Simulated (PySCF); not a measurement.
## Ionisation energy of Au by level of theory

Au [Xe] 4f14 5d10 6s1 (2S) → Au⁺ [Xe] 4f14 5d10 (1S), as a difference of total energies. Computed with PySCF 2.14 in x2c-TZVPPall, with the spin-free X2C one-electron Hamiltonian (Gaussian nucleus). Correlated levels: valence: [Xe] 4f14 frozen; valence and next inner shell: [Kr] 4d10 4f14 frozen. The calculations carry no spin-orbit coupling.

| method | ionisation energy (eV) |
| --- | --- |
| UHF | 7.712 |
| LDA | 9.923 |
| PBE | 9.582 |
| PBE0 | 9.251 |
| r2SCAN | 9.568 |
| PBEsol | 9.638 |
| r2SCAN0 | 9.309 |
| BLYP | 9.597 |
| MP2 (valence) | 9.092 |
| SCS-MP2 (valence) | 8.906 |
| MP2 (valence and next inner shell) | 9.261 |
| SCS-MP2 (valence and next inner shell) | 9.019 |

Q: How much does correlation contribute at MP2 (valence and next inner shell)?

A: 9.261 − (7.712) = 1.549 eV, measured against UHF.

Errors of the correlated levels include the incompleteness of this basis and the frozen core.

For comparison: 9.226 eV (measured; NIST Atomic Spectra Database, ionization energies).
